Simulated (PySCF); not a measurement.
Nb²⁺ (niobium, charge +2) across methods

[Kr] 4d3, high-spin 4F determinant. Computed with PySCF 2.14 in aug-cc-pwCVDZ-PP with ECP28MDF, with a scalar-relativistic core potential.

```tsv
method	E (hartree)	mean ε 4p α (eV)	mean ε 4p β (eV)	mean ε 4d α (eV)	Σ⟨r²⟩ (bohr²)	⟨S²⟩
wB97X	-55.8577	-57.905	-55.419	-23.678	26.56	3.751
PBE	-55.8572	-52.638	-50.652	-20.110	26.91	3.751
B97-3	-55.8693	-55.638	-52.992	-21.447	26.63	3.751
r2SCAN	-55.8867	-53.767	-51.254	-20.381	26.65	3.752
LDA	-55.6833	-52.643	-50.682	-20.083	27.12	3.750
UHF	-55.44887	-63.375	-58.026	-25.364	26.57	3.755
PBE0	-55.8548	-55.540	-52.804	-21.578	26.73	3.751
M06	-55.8055	-55.083	-52.745	-21.120	26.82	3.750
```

(1) Estimate the same row for BP86.

Energies and moments cover only the electrons outside the core potential.

Answers

(1) E (hartree) = -55.9090; mean ε 4p α (eV) = -52.681; mean ε 4p β (eV) = -50.802; mean ε 4d α (eV) = -20.159; Σ⟨r²⟩ (bohr²) = 26.87; ⟨S²⟩ = 3.751.
